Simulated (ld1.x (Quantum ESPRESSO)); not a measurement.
# Reading a pseudo-wave (phosphorus)

Columns: radius, all-electron u(r) and pseudo u(r) of the 3s shell (level -13.90 eV) of phosphorus in the configuration [Ne] 3s2 3p3; PBE, non-relativistic, TM scheme, ld1.x (Quantum ESPRESSO) 7.5.

| r (bohr) | all-electron | pseudo |
| --- | --- | --- |
| 0.078 | 0.1719 | 0.0401 |
| 0.155 | -0.0514 | 0.0786 |
| 0.232 | -0.2579 | 0.1152 |
| 0.310 | -0.3617 | 0.1496 |
| 0.388 | -0.3658 | 0.1810 |
| 0.465 | -0.3003 | 0.2097 |
| 0.542 | -0.1931 | 0.2376 |
| 0.620 | -0.0637 | 0.2674 |
| 0.698 | 0.0714 | 0.3018 |
| 0.775 | 0.2005 | 0.3435 |
| 0.852 | 0.3196 | 0.3950 |
| 0.930 | 0.4267 | 0.4575 |
| 1.008 | 0.5187 | 0.5271 |
| 1.085 | 0.5949 | 0.5960 |
| 1.162 | 0.6571 | 0.6571 |
| 1.240 | 0.7068 | 0.7068 |
| 1.318 | 0.7438 | 0.7438 |
| 1.395 | 0.7692 | 0.7692 |
| 1.472 | 0.7847 | 0.7847 |
| 1.550 | 0.7915 | 0.7915 |
| 1.628 | 0.7908 | 0.7908 |
| 1.705 | 0.7837 | 0.7837 |
| 1.782 | 0.7714 | 0.7714 |
| 1.860 | 0.7546 | 0.7546 |
| 1.938 | 0.7343 | 0.7343 |
| 2.015 | 0.7116 | 0.7116 |

**Question.** How many radial nodes do the two functions have?

**Answer.** The all-electron 3s function has n − l − 1 = 2; the pseudo-wave has 0, since the states of the same l below it are removed with the core.

**Question.** At about which radius was the pseudo-wave matched?

**Answer.** 1.20 bohr, where the columns begin to agree (steps of 0.08 bohr).

**Question.** Is the pseudo-wave norm-conserving?

**Answer.** Yes: the TM scheme keeps the norm inside the radius equal to the all-electron one, which fixes the energy derivative of the logarithmic derivative at the level.
